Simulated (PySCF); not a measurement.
Geometry (Å), atoms numbered from 1 in this order:
```xyz
12

C     2.534    0.450    0.355
C     1.372   -0.114    0.212
C     0.209   -0.671    0.048
C    -0.917   -0.108   -0.728
C    -2.180    0.160    0.256
O    -2.592    1.320    0.248
O    -2.582   -0.833    0.864
H     2.728    1.185    1.126
H     3.375    0.214   -0.288
H    -0.021   -1.594    0.569
H    -0.649    0.826   -1.224
H    -1.275   -0.834   -1.464
```

Total charge -1.

Geometry: GFN2-xTB; GIAO shifts from PySCF 2.14, gas phase, non-relativistic, averaged over equivalent atoms.

At PW91/3-21G (73 basis functions, 15 s wall time on 1 thread of an Intel Xeon Platinum 8175M, shared host):
```json
{"atoms": "C2", "δ (ppm)": "181.9"}
{"atoms": "C5", "δ (ppm)": "135.0"}
{"atoms": "C3", "δ (ppm)": "86.8"}
{"atoms": "C1", "δ (ppm)": "61.5"}
{"atoms": "C4", "δ (ppm)": "40.6"}
{"atoms": "O6/O7", "δ (ppm)": "288.6"}
{"atoms": "H10", "δ (ppm)": "5.66"}
{"atoms": "H8/H9", "δ (ppm)": "4.26"}
{"atoms": "H11/H12", "δ (ppm)": "2.32"}
```

Shifts are taken against calculated references (same method and geometry level): ¹³C (σ = 205.10 ppm), ¹H (σ = 33.14 ppm) against TMS; H2O for ¹⁷O (σ = 325.51 ppm).

**Question.** What do these become at PBE0/pcSseg-1?

**Answer.** 
| atoms | δ at PBE0/pcSseg-1 | change |
| --- | --- | --- |
| C2 | 221.4 | +39.5 |
| C5 | 165.8 | +30.8 |
| C3 | 103.7 | +16.9 |
| C1 | 69.2 | +7.7 |
| C4 | 48.0 | +7.4 |
| O6/O7 | 336.0 | +47.4 |
| H10 | 6.17 | +0.51 |
| H8/H9 | 4.34 | +0.08 |
| H11/H12 | 2.32 | +0.00 |

Chemical shifts δ = σref − σ; TMS for ¹³C (σref 186.93), ¹H (σref 31.72); ¹⁷O (σref 336.08) vs H2O, all at this level.

The largest change is at O6/O7 (carboxylate oxygen). Cost: 144 basis functions, 26 s wall time on 1 thread of an Intel Xeon Platinum 8175M, shared host. The order of the carbon signals is the same at both levels.

Unscaled 17O shifts of doubly bonded oxygen tend to come out too high, by tens of ppm or more. Experimental scales use liquid or dissolved standards, which lie at an offset from isolated H2O (liquid H2O: subtract about 36 ppm).
